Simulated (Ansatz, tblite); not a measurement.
Removing and adding an electron: `C=CCCCCCCCCC[S][Cu]`. The state is a singlet with charge 0. Geometry: PBE-D4/def2-SVP. Ansatz, gas phase; energy differences of separate SCF runs; the oxidised species was run as a doublet alone; the reduced species was run as a doublet alone.

```xyz
34

C    -5.559   -1.714   -0.646
C    -4.574   -1.069   -1.296
C    -3.294   -1.699   -1.771
C    -2.025   -1.172   -1.069
C    -1.721    0.309   -1.324
C    -0.467    0.832   -0.610
C     0.853    0.223   -1.101
C     2.109    0.814   -0.447
C     2.244    0.535    1.054
C     3.540    1.083    1.658
C     3.703    0.788    3.148
S     5.188    1.551    3.927
Cu    6.649    1.006    2.490
H    -6.471   -1.194   -0.313
H    -5.489   -2.793   -0.424
H    -4.697    0.012   -1.496
H    -3.357   -2.799   -1.633
H    -3.186   -1.525   -2.867
H    -2.121   -1.343    0.027
H    -1.165   -1.791   -1.402
H    -1.619    0.478   -2.421
H    -2.590    0.923   -1.005
H    -0.580    0.658    0.483
H    -0.414    1.936   -0.734
H     0.848   -0.878   -0.937
H     0.919    0.362   -2.203
H     2.131    1.915   -0.617
H     3.009    0.415   -0.966
H     2.187   -0.564    1.228
H     1.380    0.971    1.601
H     3.608    2.181    1.499
H     4.421    0.651    1.121
H     2.842    1.210    3.713
H     3.698   -0.307    3.333
```

The xTB rows come from tblite. HOMO above LUMO, or a gap near zero within one spin, warns that the state may not be the lowest or that an electron is smeared out.

```csv
level,−HOMO (eV),vertical IE (eV),−LUMO (eV),vertical EA (eV),HOMO–LUMO gap (eV),IE − EA (eV),remarks
PBE-D4/def2-SVP,4.27,7.02,2.81,–,1.46,–,"gap within one spin near zero (+1 doublet), restricted SCF unstable in HF (singlet)"
PBE0-D4/def2-SVP,5.46,7.44,1.96,0.40,3.50,7.04,"HOMO above zero (-1 doublet), restricted SCF unstable in HF (singlet)"
```

Estimate the rows for GFN1-xTB, GFN2-xTB.


```json
{"level": "GFN1-xTB", "−HOMO (eV)": "10.56", "vertical IE (eV)": "13.05", "−LUMO (eV)": "7.59", "vertical EA (eV)": "5.27", "HOMO–LUMO gap (eV)": "2.97", "IE − EA (eV)": "7.77"}
{"level": "GFN2-xTB", "−HOMO (eV)": "8.92", "vertical IE (eV)": "11.74", "−LUMO (eV)": "5.61", "vertical EA (eV)": "3.73", "HOMO–LUMO gap (eV)": "3.31", "IE − EA (eV)": "8.01"}
```

Run but left out: PBE-D4/def2-SVP (charge -1 doublet: an occupied level 0.00 eV above an empty one).   A HOMO above zero means that the electron is unbound at that level or that self-interaction error raises the level; the energy of removing that electron tells which. Raw xTB energy differences between charge states are shifted by several eV; the methods need an empirical correction for them. Sets without diffuse functions give affinities that are too small.
